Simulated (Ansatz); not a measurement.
Sn₄O₅, relaxed as a singlet with RKS PBE-D4/def2-SVP in Ansatz, starting from the GFN2-xTB geometry. Force threshold 0.02 eV/Å.

In the def2 sets Sn takes a core potential; there is no spin–orbit coupling. The structure holds one bond between oxygen atoms, so isomers without such links may lie far lower. The restricted singlet is unstable towards broken spin symmetry in Hartree–Fock (as tested in another run); at PBE-D4/def2-SVP this wasn't settled. Another isomer (singlet) lies 1.18 eV lower at PBE0-D4/def2-TZVP; other spin states weren't run for this one.

Start:

Cartesian coordinates in Å:
```
Sn 1.064 2.098 -1.926
Sn -2.503 0.267 -1.701
Sn 2.401 0.071 1.273
Sn -1.307 -1.871 1.481
O -2.136 -0.917 -0.087
O -0.808 1.329 -2.019
O 0.407 -0.558 2.108
O 1.970 1.194 -0.343
O 0.911 -1.612 1.213
```

| step | energy (eV) | largest force component (eV/Å) | SCF passes |
| --- | --- | --- | --- |
| 1 | -33546.3896 | 1.737 | 21 |
| 2 | -33546.4616 | 1.038 | 22 |
| 3 | -33546.4915 | 0.069 | 21 |
| 4 | -33546.5047 | 0.074 | 21 |
| 5 | -33546.5188 | 0.199 | 27 |
| 6 | -33546.5315 | 0.215 | 22 |
| 7 | -33546.5520 | 0.157 | 27 |
| 8 | -33546.5618 | 0.482 | 26 |
| 9 | -33546.6220 | 0.206 | 26 |
| 10 | -33546.6658 | 0.104 | 26 |
| 11 | -33546.6948 | 0.315 | 27 |
| 12 | -33546.7254 | 0.451 | 26 |
| 13 | -33546.8212 | 0.396 | 27 |
| 14 | -33546.9673 | 0.474 | 26 |
| 15 | -33547.1661 | 0.470 | 27 |
| 16 | -33547.3341 | 0.667 | 27 |
| 17 (rejected) | -33547.2940 | 1.444 | 28 |
| 18 | -33547.4113 | 0.760 | 22 |
| 19 | -33547.4210 | 0.513 | 22 |
| 20 | -33547.4365 | 0.022 | 21 |
| 21 | -33547.4367 | 0.005 | 16 |

Force components are those of the run's own axes.

End:

| atom | x (Å) | y (Å) | z (Å) |
| --- | --- | --- | --- |
| Sn1 | 0.560 | 0.177 | -2.087 |
| Sn2 | -1.553 | 1.455 | -0.410 |
| Sn3 | 1.668 | 0.711 | 1.556 |
| Sn4 | -0.788 | -2.158 | 0.657 |
| O5 | -1.054 | -0.729 | -0.772 |
| O6 | -0.939 | 1.542 | -2.358 |
| O7 | 0.161 | -0.829 | 2.205 |
| O8 | 0.695 | 1.319 | -0.129 |
| O9 | 1.249 | -1.489 | 1.339 |

Bonds formed: Sn1–O5, Sn2–O8 (atoms count from 1). Metal–metal contacts that move far: Sn1–Sn2 4.02 to 2.98 Å.

No frequencies were taken in this run, so the end may be a saddle point.

It took 43 s on 4 threads of AMD EPYC 7B13 on a shared host.
